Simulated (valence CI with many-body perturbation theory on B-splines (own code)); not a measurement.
**La LI: calculated level list**

Calculated by relativistic CI+MBPT: five valence electrons over a frozen Dirac-Fock core [He], a basis of 9 s, 9 p, 8 d, 6 f, 3 g, 1 h functions for each j, with the one-electron correlation potential Σ1, the two-electron term Σ2, the three-electron term Σ3, Breit, model QED; selected CI, second order for the rest (own B-spline code, finite nucleus).

No measured spectrum was set against this ion. As an estimate, large intervals hold to a few tenths of a per cent, small ones and those within an open d or f shell to about a per cent. Among the levels kept, up to 1200 cm⁻¹ of a level comes from second order outside the variational space, and about a tenth of that is noise between levels of different J, which matters for small intervals.

Levels 1 to 45 of 77, with energies above the lowest level, (2s^2 2p1/2^2 2p3/2) J=3/2. "Leading %" is the weight of the configuration and term that name the level; weights of strongly mixed levels are sums over their largest components and can fall short. In the jj column 3d3/2^4 stands for four electrons in 3d with j = 3/2.

```
No.  Configuration  Term    J  E (eV)  Leading %     Second component      g                      Leading jj
  1        2s2.2p3   2P°  3/2     0.0         47     26 % 2s2.2p3 4S°  1.349      2s^2 2p1/2^2 2p3/2 (100 %)
  2        2s2.2p3   4S°  3/2   414.1         55     45 % 2s2.2p3 2D°  1.441      2s^2 2p1/2 2p3/2^2 (100 %)
  3        2s2.2p3   2D°  5/2   434.8        100                       1.178      2s^2 2p1/2 2p3/2^2 (100 %)
  4        2s2.2p3   2P°  1/2   468.9        100                       0.638      2s^2 2p1/2 2p3/2^2 (100 %)
  5         2s.2p4    4P  5/2   649.2         74       26 % 2s.2p4 2D  1.474       2s 2p1/2^2 2p3/2^2 (99 %)
  6         2s.2p4    2S  1/2   723.2         62       31 % 2s.2p4 4P  2.074       2s 2p1/2^2 2p3/2^2 (99 %)
  7         2s.2p4    2P  3/2   724.8         46       36 % 2s.2p4 2D  1.194       2s 2p1/2^2 2p3/2^2 (99 %)
  8        2s2.2p3   2P°  3/2   884.2         52     29 % 2s2.2p3 2D°  1.285             2s^2 2p3/2^3 (99 %)
  9         2s.2p4    4P  3/2  1084.2         81       14 % 2s.2p4 2D  1.566         2s 2p1/2 2p3/2^3 (99 %)
 10         2s.2p4    2D  5/2  1118.4         74       26 % 2s.2p4 4P  1.283         2s 2p1/2 2p3/2^3 (99 %)
 11         2s.2p4    2P  1/2  1158.9         62       36 % 2s.2p4 4P  1.403         2s 2p1/2 2p3/2^3 (98 %)
 12         2s.2p4    2D  3/2  1169.7         50       48 % 2s.2p4 2P  1.046         2s 2p1/2 2p3/2^3 (99 %)
 13            2p5   2P°  3/2  1429.5         99                       1.314          2p1/2^2 2p3/2^3 (99 %)
 14         2s.2p4    2S  1/2  1590.1         36       33 % 2s.2p4 4P  1.792               2s 2p3/2^4 (98 %)
 15            2p5   2P°  1/2  1865.8        100                       0.638           2p1/2 2p3/2^4 (100 %)
 16     2s2.2p2.3s    4P  1/2  5130.6         48   30 % 2s2.2p2.3s 2S  2.012          2s^2 2p1/2^2 3s (99 %)
 17     2s2.2p2.3p   2P°  1/2  5201.7         44  39 % 2s2.2p2.3p 4D°  0.655       2s^2 2p1/2^2 3p1/2 (99 %)
 18     2s2.2p2.3p   2P°  3/2  5337.5         32  21 % 2s2.2p2.3p 4D°  1.329       2s^2 2p1/2^2 3p3/2 (99 %)
 19     2s2.2p2.3d    2D  3/2  5405.3         40   34 % 2s2.2p2.3d 4F  0.785      2s^2 2p1/2^2 3d3/2 (100 %)
 20     2s2.2p2.3d    2D  5/2  5448.8         34   19 % 2s2.2p2.3d 4D  1.195       2s^2 2p1/2^2 3d5/2 (99 %)
 21     2s2.2p2.3s    4P  3/2  5551.9         88   10 % 2s2.2p2.3s 2P  1.666      2s^2 2p1/2 2p3/2 3s (99 %)
 22     2s2.2p2.3s    2P  1/2  5559.6         67   32 % 2s2.2p2.3s 4P  1.299     2s^2 2p1/2 2p3/2 3s (100 %)
 23     2s2.2p2.3s    2D  5/2  5569.4         62   37 % 2s2.2p2.3s 4P  1.328      2s^2 2p1/2 2p3/2 3s (99 %)
 24     2s2.2p2.3s    2D  3/2  5574.2         63   35 % 2s2.2p2.3s 2P  0.977      2s^2 2p1/2 2p3/2 3s (99 %)
 25     2s2.2p2.3p   4P°  1/2  5622.5         47  28 % 2s2.2p2.3p 4D°  1.724   2s^2 2p1/2 2p3/2 3p1/2 (99 %)
 26     2s2.2p2.3p   4D°  3/2  5628.2         56  22 % 2s2.2p2.3p 2D°  1.140   2s^2 2p1/2 2p3/2 3p1/2 (99 %)
 27     2s2.2p2.3p   2F°  5/2  5640.6         47  31 % 2s2.2p2.3p 2D°  1.071   2s^2 2p1/2 2p3/2 3p1/2 (99 %)
 28     2s2.2p2.3p   2P°  3/2  5667.3         42  26 % 2s2.2p2.3p 2D°  1.333   2s^2 2p1/2 2p3/2 3p1/2 (98 %)
 29     2s2.2p2.3p   4D°  5/2  5739.8         28  22 % 2s2.2p2.3p 4P°  1.506   2s^2 2p1/2 2p3/2 3p3/2 (57 %)
 30     2s2.2p2.3p   2P°  1/2  5753.7         34  33 % 2s2.2p2.3p 4P°  1.609   2s^2 2p1/2 2p3/2 3p3/2 (98 %)
 31     2s2.2p2.3p   2D°  3/2  5760.2         52  23 % 2s2.2p2.3p 4P°  1.155   2s^2 2p1/2 2p3/2 3p3/2 (99 %)
 32      2s.2p3.3s   4S°  3/2  5764.6         15   14 % 2s.2p3.3s 2P°  1.442   2s^2 2p1/2 2p3/2 3p3/2 (50 %)
 33     2s2.2p2.3p   4D°  5/2  5765.9         28   23 % 2s.2p3.3s 4P°  1.513      2s 2p1/2^2 2p3/2 3s (51 %)
 34     2s2.2p2.3p   2F°  7/2  5767.3         62  37 % 2s2.2p2.3p 4D°  1.233  2s^2 2p1/2 2p3/2 3p3/2 (100 %)
 35     2s2.2p2.3p   2D°  5/2  5788.8         58  17 % 2s2.2p2.3p 2F°  1.221   2s^2 2p1/2 2p3/2 3p3/2 (94 %)
 36      2s.2p3.3s   2P°  3/2  5789.1         20  16 % 2s2.2p2.3p 4S°  1.439      2s 2p1/2^2 2p3/2 3s (53 %)
 37     2s2.2p2.3p   2P°  1/2  5797.9         76   8 % 2s2.2p2.3p 4D°  0.655   2s^2 2p1/2 2p3/2 3p3/2 (87 %)
 38     2s2.2p2.3d    4F  3/2  5826.9         35   25 % 2s2.2p2.3d 2P  1.077   2s^2 2p1/2 2p3/2 3d3/2 (82 %)
 39     2s2.2p2.3d    4F  5/2  5828.3         41   19 % 2s2.2p2.3d 2F  1.116   2s^2 2p1/2 2p3/2 3d3/2 (69 %)
 40     2s2.2p2.3d    4D  1/2  5832.0         79   14 % 2s2.2p2.3d 2P  0.238  2s^2 2p1/2 2p3/2 3d3/2 (100 %)
 41      2s.2p3.3s   2P°  1/2  5832.5         38   31 % 2s.2p3.3s 4D°  0.785      2s 2p1/2^2 2p3/2 3s (85 %)
 42      2s.2p3.3p    6P  3/2  5833.2         21    16 % 2s.2p3.3p 4P  1.560   2s 2p1/2^2 2p3/2 3p1/2 (78 %)
 43     2s2.2p2.3d    2F  5/2  5833.6         19   13 % 2s2.2p2.3d 4F  1.201   2s 2p1/2^2 2p3/2 3p1/2 (57 %)
 44      2s.2p3.3s   2P°  3/2  5834.0         32   18 % 2s.2p3.3s 2D°  1.375      2s 2p1/2^2 2p3/2 3s (95 %)
 45     2s2.2p2.3d    2G  7/2  5843.9         48   25 % 2s2.2p2.3d 4F  1.034   2s^2 2p1/2 2p3/2 3d3/2 (95 %)
```

The ionisation energy to 2s2.2p2 3P_0 of the next ion comes out as 9436.7 eV (NIST: 9437 ± 4 eV (theoretical)). All 77 levels together are meant to be complete up to 6091.7 eV.
